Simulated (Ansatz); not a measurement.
A CCSD(T) single point on C3H9FGeO (`CC(C)[O][GeH2][F]`).

```yaml
crystal:
  periodic: [false, false, false]
  atoms:
    - {symbol: C, position_ang: [-0.167377, -0.531962, 1.448328]}
    - {symbol: C, position_ang: [0.448677, -0.212070, 0.101061]}
    - {symbol: C, position_ang: [1.287502, -1.350249, -0.436630]}
    - {symbol: O, position_ang: [-0.575839, 0.052279, -0.857087]}
    - {symbol: Ge, position_ang: [-1.212197, 1.673114, -1.066516]}
    - {symbol: F, position_ang: [-2.166813, 2.078003, 0.334126]}
    - {symbol: H, position_ang: [0.610717, -0.741482, 2.186428]}
    - {symbol: H, position_ang: [-0.811153, -1.410900, 1.363715]}
    - {symbol: H, position_ang: [-0.773000, 0.301027, 1.810388]}
    - {symbol: H, position_ang: [1.089505, 0.678122, 0.205258]}
    - {symbol: H, position_ang: [0.666929, -2.239986, -0.568430]}
    - {symbol: H, position_ang: [2.097742, -1.591953, 0.255003]}
    - {symbol: H, position_ang: [1.721120, -1.087902, -1.403201]}
    - {symbol: H, position_ang: [-2.162422, 1.627325, -2.260796]}
    - {symbol: H, position_ang: [-0.075191, 2.705634, -1.082445]}
basis:
  gaussian: {orbitals: def2-SVP}
correlation: {method: ccsd_t}
```

```sh
$ ansatz run in.yaml --threads 2 --pin off --events-out ev --progress --plain --max-ram 20480MiB --backend cuda --devices 0, --max-vram 18GiB
```

The program prints (abridged):

```
Functional definition: HF
1474 factors; integrals over basis functions are off by at most 1.5e-3 eV
mean field evaluation 1: about -64434.0911 eV, gradient 4.4e1 eV
mean field evaluation 2: about -64434.1881 eV, gradient 4.4e1 eV
mean field evaluation 4: about -64438.6920 eV, gradient 4.6e0 eV
mean field evaluation 8: about -64438.7546 eV, gradient 2.8e-1 eV
mean field -64438.75486461 eV, -2368.0805631176 hartree, gradient 1.3e-6 eV, S^2 0.000000; 0 other end points of the search recorded, 0 dependent functions left out
14 core orbitals not correlated: weight in the atoms' cores, before any rotation towards them, 1.000 or more for the frozen orbitals, at most 0.000 for the correlated occupied ones
reference -64438.75486461 eV, -2368.0805631176 hartree; 24, 24 occupied and 109, 109 virtual orbitals, 1474 factors
second order -28.14260840 eV of doubles, -0.00000000 eV of singles
cycle   1  -28.54916222 eV  change   -4.1e-1 eV  update   1.2e-1
cycle   2  -29.29951650 eV  change   -7.5e-1 eV  update   3.5e-2
cycle   3  -29.47630336 eV  change   -1.8e-1 eV  update   1.8e-2
cycle   4  -29.46718119 eV  change    9.1e-3 eV  update   3.9e-3
cycle   5  -29.46716941 eV  change    1.2e-5 eV  update   1.8e-3
cycle   6  -29.46768982 eV  change   -5.2e-4 eV  update   5.4e-4
cycle   7  -29.46736112 eV  change    3.3e-4 eV  update   2.1e-4
cycle   8  -29.46730950 eV  change    5.2e-5 eV  update   6.3e-5
cycle   9  -29.46732149 eV  change   -1.2e-5 eV  update   2.1e-5
perturbative correction -0.76247227 eV, -0.0280203393 hartree
Total energy: -64468.98465837 eV, -2369.1914875479 hartree
```

Hardware: 2 threads of an AMD EPYC 7R13 on a shared host and a share of an NVIDIA H100 80 GB. Wall time 2.9 s, peak host memory 0.79 GiB.

MP2 recovers 93.1 % of the CCSD(T) correlation energy and the triples give 2.5 %; T1 = 0.0110.
